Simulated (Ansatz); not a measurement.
A nudged elastic band was laid between two geometries of a periodic cell of 13 atoms, Pb$_{12}$O (surface Pb(111), adsorbate O).

All numbers below come from Ansatz, DFT LDA, scalar-relativistic, plane waves, PAW. Settings: cutoff 420 eV, k mesh 3x3x1, fermi-dirac smearing 0.1 eV, no spin polarisation.

* movable images: 5
* climbing image: yes
* spring: 5.0 eV/Å²
* optimiser: quadratic models (default)
* start path: straight line
* force threshold: 0.05 eV/Å
* iteration limit: 80
* end points: relaxed
* atoms held: 1 to 4

First end point:

```xyz
13
Lattice="7.0004 0.0000 0.0000 3.5002 6.0625 0.0000 0.0000 0.0000 18.7158" Properties=species:S:1:pos:R:3
Pb 1.750 1.010 1.000
Pb 5.250 1.010 1.000
Pb 3.500 4.042 1.000
Pb 7.000 4.042 1.000
Pb -0.057 1.816 3.668
Pb 3.349 2.167 3.668
Pb 1.750 5.050 3.514
Pb 5.455 5.108 3.668
Pb 0.078 -0.333 6.322
Pb 3.750 0.235 6.326
Pb 1.423 3.131 6.321
Pb 5.250 3.031 6.282
O 1.750 1.011 6.833
```

Last end point:

```xyz
13
Lattice="7.0004 0.0000 0.0000 3.5002 6.0625 0.0000 0.0000 0.0000 18.7158" Properties=species:S:1:pos:R:3
Pb 1.750 1.010 1.000
Pb 5.250 1.010 1.000
Pb 3.500 4.042 1.000
Pb 7.000 4.042 1.000
Pb 0.205 2.077 3.668
Pb 3.500 2.019 3.514
Pb 1.599 5.198 3.668
Pb 5.194 4.847 3.668
Pb 0.000 0.000 6.282
Pb 3.173 0.099 6.321
Pb 2.000 3.267 6.326
Pb 5.329 2.698 6.322
O 3.500 -2.020 6.833
```

(1) Which bonds break or form, and what moves?

(2) What energy profile does the band end with?

(3) What is the geometry of the highest image?

## Answers

(1) The atom that moves furthest is O13, by 3.50 Å; four of its nearest neighbours are Pb10 2.20, Pb11 2.20, Pb9 2.21, Pb6 3.73 Å at the first end and Pb11 2.20, Pb10 2.20, Pb12 2.21, Pb7 3.73 Å at the last.

(2) The forces met the threshold. The highest image is number 4 of 0 to 6, 0.47 eV above the ends, which have the same energy within 2 meV. The profile has 2 maxima (images 1, 4) with wells between them (image 3): this band takes more than one step, which may be the mechanism or a detour left from its start path. By the program's own check the climbing image is a first-order saddle point (lowest curvatures found: -1.03 and 0.17 eV/Å²). Limits of this set-up: coarse k mesh, thin slab, slab without dipole correction, a typed lattice constant that wasn't relaxed here.

```tsv
image	path coordinate (Å)	energy (eV)	Pb9–O13 (Å)	Pb12–O13 (Å)
0	0.00	0.00	2.21	4.08
1	1.08	0.24	2.16	3.59
2	2.15	0.23	2.16	2.44
3	3.23	0.10	2.25	2.20
4	4.30	0.47	3.22	2.13
5	5.67	0.00	4.07	2.21
6	7.05	0.00	4.08	2.21
```

(3) 
```xyz
13
Lattice="7.0004 0.0000 0.0000 3.5002 6.0625 0.0000 0.0000 0.0000 18.7158" Properties=species:S:1:pos:R:3:forces:R:3
Pb 1.750 1.010 1.000 -0.13 -0.19 -0.01
Pb 5.250 1.010 1.000 0.00 0.01 0.08
Pb 3.500 4.042 1.000 0.14 0.19 -0.02
Pb 7.000 4.042 1.000 -0.01 -0.01 -0.06
Pb -0.137 1.974 3.664 0.00 0.00 0.00
Pb 3.295 2.131 3.521 0.00 0.00 0.00
Pb 1.768 5.122 3.636 0.00 0.01 0.01
Pb 5.417 4.994 3.627 0.00 0.00 0.01
Pb 0.075 -0.046 6.215 0.01 0.00 0.00
Pb 3.560 0.117 6.326 0.00 0.01 -0.01
Pb 1.677 3.079 6.216 0.00 -0.01 0.00
Pb 5.165 3.005 6.348 0.01 0.01 0.00
O 2.698 -1.508 7.385 -0.02 -0.03 0.00
```

The run took 15 min on 4 threads of Intel(R) Xeon(R) 6975P-C (Granite Rapids), with other jobs on the host, peak memory 3.9 GiB.
